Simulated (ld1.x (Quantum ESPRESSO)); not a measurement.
## Before and after: TM semilocal potential for Hg (Z = 80)

```json
{"Element": "Hg (Z = 80)", "Generator": "ld1.x (Quantum ESPRESSO) 7.5", "Type": "norm-conserving Troullier–Martins (semilocal form)", "Functional": "BP86", "Relativity": "scalar-relativistic", "Frozen core": "[Xe] 4f14", "Valence charge": "12", "Reference configuration": "5d10 6s1 6p0 (charge +1)", "Partial waves": "6s (bound): rc 1.75 bohr; 6p (bound, empty): rc 2.50 bohr; 5d (bound): rc 2.20 bohr", "Local potential": "the d channel", "Core correction": "Bessel-smoothed model core inside 1.80 bohr"}
```

All-electron outer shells of the reference configuration (BP86, scalar-relativistic, ld1.x):

```
shell  level (eV)  outermost node (bohr)  outermost maximum (bohr)
   5p      -75.78                   0.50                      0.93
   5d      -18.97                   0.55                      1.17
   6s      -14.89                   1.08                      2.13
   6p       -7.48                   1.27                      2.84
```

Change: all radii but the core radius scaled by about 1.12 (s 1.96, p 2.80, d 2.46 bohr).

Cutoffs: the cutoffs (Ry, on a coarse ladder) from which the occupation-weighted sum of valence levels, in a spherical-Bessel basis at the reference potential, stays within 10 and 1 mRy of its value at 400 Ry; they do not see the model core or the augmentation charge, which bear on the density cutoff. Errors are all-electron minus pseudo energies relative to the spin-unpolarised reference configuration.

What does the change do?

The potential gets softer (45 Ry and 70 Ry → 40 Ry and 60 Ry); of the 7 tests that both files solve, the error grows in 5 and shrinks in 0 by more than 15 % and 0.3 meV (median size 14.9 → 18.8 meV); neither file shows a bound ghost. A larger radius leaves more room for a smooth pseudo-wave, so fewer plane waves are needed. More of the atom is replaced by a form fitted at one configuration, so other configurations suffer. A semilocal file is local in each channel, so a ghost entry of none says nothing of the separable form that plane-wave codes build from it.

| quantity | base | changed |
| --- | --- | --- |
| cutoff, loose | 45 Ry | 40 Ry |
| cutoff, tight | 70 Ry | 60 Ry |
| loose cutoff by channel (10 mRy a level) | s 21 Ry, d 35 Ry | s 15 Ry, d 35 Ry |
| bound ghosts | none | none |
| error for 5d10 6s2 6p0, meV [ΔE -10.87 eV] | +0.9 | -1.3 |
| error for 5d10 6s0 6p0, meV [ΔE 19.12 eV] | -15 | -19 |
| error for 5d9 6s0 6p0, meV [ΔE 54.76 eV] | -78 | -91 |
| error for 5d8 6s0 6p0, meV [ΔE 104.61 eV] | -307 | -305 |
| error for 5d9 6s2 6p0, meV [ΔE 4.76 eV] | -38 | -45 |
| error for 5d10 6s0 6p2, meV [ΔE 1.79 eV] | -5.1 | -5.7 |
| error for 5d10 6s1 6p1, meV [ΔE -4.77 eV] | +0.1 | +0.4 |
